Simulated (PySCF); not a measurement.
**Checking a proposed structure**

A compound C₄H₉ClO₃Si gives the data below (simulated from a calculation) and was assigned the structure `C=CCO[Si](O)(O)CCl`.

$^{13}$C{$^{1}$H} NMR (computed): δ 146.3 (CH), 137.0 (CH), 63.3 (CH2), 21.5 (CH3).

$^{1}$H NMR (400 MHz, computed): δ 6.45 (d, 1H), 5.98 (d, 1H), 4.25 (q, 2H), 2.03 (br s, 2H), 1.33 (t, 3H).

[PySCF 2.14: coordinates at the GFN2-xTB level; NMR shieldings at PBE0/pcSseg-1/GIAO; rapidly exchanging positions averaged; gas phase; one conformer; relativity neglected]

Referencing at the same level of theory: $^{1}$H (σ = 31.72 ppm) and $^{13}$C (σ = 186.93 ppm) against TMS.

(1) Compare with the shifts computed for the proposed structure, pairing carbons in order of shift.

(2) Which isomer fits?

## Answers

(1) Structure with atom numbers: `[CH2:1]=[CH:2][CH2:3][O:4][Si:5]([OH:6])([OH:7])[CH2:8][Cl:9]`. Hydrogens are named by the atom that carries them.

```json
{"atom": "C2", "computed for proposal": "146.7", "given list": "146.3", "difference": "+0.4"}
{"atom": "C1", "computed for proposal": "122.2", "given list": "137.0", "difference": "-14.8"}
{"atom": "C3", "computed for proposal": "68.6", "given list": "63.3", "difference": "+5.3"}
{"atom": "C8", "computed for proposal": "30.6", "given list": "21.5", "difference": "+9.1"}
```

The rms difference is 9.1 ppm and the largest -14.8 ppm at C1 (terminal =CH2 carbon). The carbon types in order of shift don't match either: CH, CH2, CH2, CH2 for the proposal against CH, CH, CH2, CH3 in the data. The proposal doesn't fit.

(2) `Cl/C=C/[Si](OCC)(O)O`.

1. Carbon types of the structure: 2 × CH, 1 × CH2, 1 × CH3, leaving 2 H on heteroatoms.
2. δC 146.3, 137.0: alkene CH; the olefinic region.
3. δC 63.3: sp3 CH2 bonded to O; the inductive effect lowers its shielding.
4. δH 6.45, 5.98: hydrogen on an alkene CH; a vinylic proton, deshielded by the sp2 carbon and the C=C anisotropy.
5. δH 2.03: hydrogen on an oxygen bonded to Si; exchangeable, gas-phase position.

The data come from this structure; uniqueness wasn't tested.

The OH or NH signal is concentration- and solvent-dependent in practice; the value given is the gas-phase one. Carbons that carry Cl, above all several Cl atoms, come out too deshielded, partly because spin–orbit coupling is missing. Shifts are as computed. Against solution values, carbons near 30 ppm lie about +3 ppm off and those near 130 ppm about +5 ppm; carbons on Cl a further +6 ppm. Of 1211 compounds with measured shifts, 218 miss one by over three times the rms of a fit or turn the order of signals round; such compounds aren't used in these exercises. No couplings were computed; multiplicities are counted from neighbouring protons, with m where these are inequivalent, close in shift, in a saturated or five-membered ring or joined by F or P, and br s for small geminal =CH2 splittings.
